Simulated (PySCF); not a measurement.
**Vertical excitation energies**

Species: C7H5F2N.
SMILES: `C=Nc1cccc(F)c1F`

Computed with TDDFT CAM-B3LYP/def2-SVPD, vertical, gas phase, core orbitals frozen in the response (PySCF 2.14.0, density-fitted response routines). Isolated species at its GFN2-xTB geometry (one conformer only). Torsions of this conformer, `[CH2:1]=[N:2][c:3]1[cH:4][cH:5][cH:6][c:7]([F:8])[c:9]1[F:10]`: C1–N2–C3–C4 132°.

| state | λ (nm) | E (eV) | f | main configurations (H = HOMO, L = LUMO) |
| --- | --- | --- | --- | --- |
| S1 | 293.7 | 4.22 | 0.063 | H→L (76%), H-2→L (14%) |
| S2 | 241.6 | 5.13 | 0.0011 | H-1→L (52%), H→L+1 (39%) |
| S3 | 208.9 | 5.93 | 0.145 | H→L+2 (38%), H-2→L (22%), H→L (15%) |
| S4 | 201.8 | 6.15 | 0.143 | H→L+1 (45%), H-1→L (42%) |
| S5 | 197.4 | 6.28 | 0.018 | H→L+2 (45%), H-2→L (39%) |
| S6 | 187.2 | 6.62 | 0.086 | H→L+3 (54%), H-1→L+1 (15%), H-2→L (13%) |
| S7 | 182.6 | 6.79 | 0.056 | H-1→L+2 (51%), H-1→L+3 (16%) |
| S8 | 180.2 | 6.88 | 0.460 | H-1→L+1 (55%), H→L+3 (19%) |

Triplets (Tamm–Dancoff): T1 3.35 eV, H→L (86%); T2 4.24 eV, H-1→L+1 (31%), H-2→L (29%), H→L+2 (22%); T3 4.56 eV, H-1→L (52%), H→L+1 (31%).

The lowest singlet comes at 294 nm (407 kJ/mol) in the ultraviolet; it is of moderate strength; its leading configuration is HOMO→LUMO (76%). The strongest level in the table is S8 at 6.88 eV (180 nm, f = 0.460). It is the last of those listed, so stronger ones may follow. Löwdin shares by element: HOMO carbon 40% or more, nitrogen 26% (atoms not listed hold the other 34%); LUMO carbon 45% or more, nitrogen 21% (atoms not listed hold the other 34%). Orbital energies (eV): HOMO-3 -11.34, HOMO-2 -10.02, HOMO-1 -8.73, HOMO -8.12, LUMO -0.37, LUMO+1 0.68, LUMO+2 1.05. Of the 8 states listed, 7 reach f = 0.01 and none stays under 0.0005. The oscillator strengths of these states sum to 0.973; summed over the whole spectrum of an exact calculation they would give the number of electrons, 72 (Thomas–Reiche–Kuhn). Singlets were solved by full linear response, triplets in the Tamm–Dancoff approximation.
